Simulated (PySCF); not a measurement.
H2P (SMILES [PH2]), doublet, geometry from GFN2-xTB; MP2/STO-3G in PySCF.

The PySCF input:
```python
from pyscf import gto, scf, mp

mol = gto.M(
    atom='''
P     0.00300800   -0.00080054    0.11434732
H    -0.02238001    1.00221204   -0.85063528
H    -0.02274002   -0.99020401   -0.86457453
''',
    basis='sto-3g',
    spin=1,
    verbose=4,
)

mf = scf.UHF(mol)
mf.kernel()

pt = mp.MP2(mf, frozen=5)
pt.kernel()
print('E(MP2) = %.10f' % pt.e_tot)
```

Write the output that PySCF gives for this input, abridged.


```
PySCF version 2.14.0

[INPUT] verbose = 4
[INPUT] num. atoms = 3
[INPUT] num. electrons = 17
[INPUT] charge = 0
[INPUT] spin (= nelec alpha-beta = 2S) = 1
[INPUT] symmetry False subgroup None
[INPUT] Mole.unit = angstrom
[INPUT] Symbol           X                Y                Z      unit          X                Y                Z       unit  Magmom
[INPUT]  1 P      0.003008000000  -0.000800540000   0.114347320000 AA    0.005684296183  -0.001512801352   0.216085117878 Bohr   0.0
[INPUT]  2 H     -0.022380010000   1.002212040000  -0.850635280000 AA   -0.042292089565   1.893906274342  -1.607467711093 Bohr   0.0
[INPUT]  3 H     -0.022740020000  -0.990204010000  -0.864574530000 AA   -0.042972409867  -1.871214386346  -1.633809075975 Bohr   0.0

nuclear repulsion = 11.6696637560953
number of shells = 7
number of NR pGTOs = 33
number of NR cGTOs = 11
basis = sto-3g
ecp = {}

******** <class 'pyscf.scf.uhf.UHF'> ********
method = UHF
initial guess = minao
damping factor = 0
level_shift factor = 0
DIIS = <class 'pyscf.scf.diis.CDIIS'>
diis_start_cycle = 1
diis_space = 8
diis_damp = 0
SCF conv_tol = 1e-09
SCF conv_tol_grad = None
SCF max_cycles = 50
direct_scf = True
direct_scf_tol = 1e-13
number electrons alpha = 9  beta = 8
Set gradient conv threshold to 3.16228e-05
init E= -337.527394914172

cycle= 1 E= -338.023191809958  delta_E= -0.496  |g|= 0.0766  |ddm|= 1.42
cycle= 2 E= -338.028840660876  delta_E= -0.00565  |g|= 0.0163  |ddm|= 0.142
cycle= 3 E= -338.02919689847  delta_E= -0.000356  |g|= 0.00837  |ddm|= 0.0328
cycle= 4 E= -338.029351608591  delta_E= -0.000155  |g|= 0.00348  |ddm|= 0.0275
cycle= 5 E= -338.029391024965  delta_E= -3.94e-05  |g|= 0.000802  |ddm|= 0.0193
cycle= 6 E= -338.02939302442  delta_E= -2e-06  |g|= 6.75e-05  |ddm|= 0.00561
cycle= 7 E= -338.029393032365  delta_E= -7.94e-09  |g|= 5.68e-06  |ddm|= 0.000269
cycle= 8 E= -338.029393032413  delta_E= -4.82e-11  |g|= 5.54e-07  |ddm|= 2.01e-05
Extra cycle  E= -338.029393032414  delta_E= -3.41e-13  |g|= 1.83e-07  |ddm|= 1.53e-06
converged SCF energy = -338.029393032414  <S^2> = 0.75671767  2S+1 = 2.0067064

******** <class 'pyscf.mp.ump2.UMP2'> ********
nocc = (np.int64(4), np.int64(3)), nmo = (6, 6)
frozen orbitals 5
E(UMP2) = -338.056398028486  E_corr = -0.0270049960725859
E(SCS-UMP2) = -338.061658417797  E_corr = -0.0322653853836777
E_corr(same-spin) = -0.000162242196260017
E_corr(oppo-spin) = -0.0268427538763259
E(MP2) = -338.0563980285
```
